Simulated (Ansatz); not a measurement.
BH5N2S (`NB(N)S`). Total charge 0; spin multiplicity 1.

```xyz
9

N     0.4445    1.1120    0.3101
B    -0.0374   -0.1821    0.0204
N    -0.3272   -0.6025   -1.2945
S    -0.3050   -1.4251    1.3566
H     0.5677    1.8180   -0.3937
H     0.7623    1.3888    1.2193
H    -0.7523   -1.4871   -1.5008
H    -0.1304   -0.0468   -2.1071
H    -0.2223   -0.5751    2.3897
```

(1) What are the harmonic wavenumbers in cm⁻¹ at PBE0-D4/def2-TZVP (Ansatz, finite differences of forces, unscaled)? (Estimate.)

(2) Is this a minimum?

(3) Give the ideal-gas thermochemistry at 298.15 K and 1 bar (rigid rotor, harmonic oscillator; point group C1, symmetry number 1).

Results:

(1) Ansatz gave: 130, 279, 292, 331, 349, 393, 491, 569, 606, 807, 883, 933, 1259, 1421, 1632, 1636, 2730, 3643, 3647, 3746, 3747.

(2) Yes, all 21 modes are real.

(3) Zero-point energy 176.6 kJ/mol; H(298) − E = 195.4 kJ/mol; entropy 317.4 J/(mol·K), of which translation 162.9, rotation 106.3, vibration 48.2; G(298) − E = 100.8 kJ/mol.
